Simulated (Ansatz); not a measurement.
TbCl3. The state is a septet with charge 0. Geometry B3LYP-D4/def2-SVP, basis def2-TZVP, Ansatz.

| run | HOMO (eV) | LUMO (eV) |
| --- | --- | --- |
| A | -6.79 | -6.05 |
| B | -6.74 | -5.02 |
| C | -9.30 | -2.90 |
| D | -8.77 | -3.58 |
| E | -10.27 | -2.49 |
| F | -11.46 | -1.36 |

In the def2 sets Tb takes a core potential; there is no spin–orbit coupling. B3LYP takes the VWN-RPA correlation. With an open 4f shell the SCF may have ended on a state above the lowest.

HOMO and LUMO are taken over both spins.

Task: The runs used B3LYP, BHLYP, PBE, r2SCAN, r2SCAN0, ωB97X-V. Estimate which is which.

Result: A PBE (0 % exact exchange); B r2SCAN (0 % exact exchange); C r2SCAN0 (25 % exact exchange); D B3LYP (20 % exact exchange); E BHLYP (50 % exact exchange); F ωB97X-V (range-separated). Exact exchange lowers occupied and raises empty levels; among semilocal functionals meta-GGAs tend to open the gap a little, and such runs are hard to tell apart. The gap grows from 0.74 eV (PBE) to 10.09 eV (ωB97X-V).
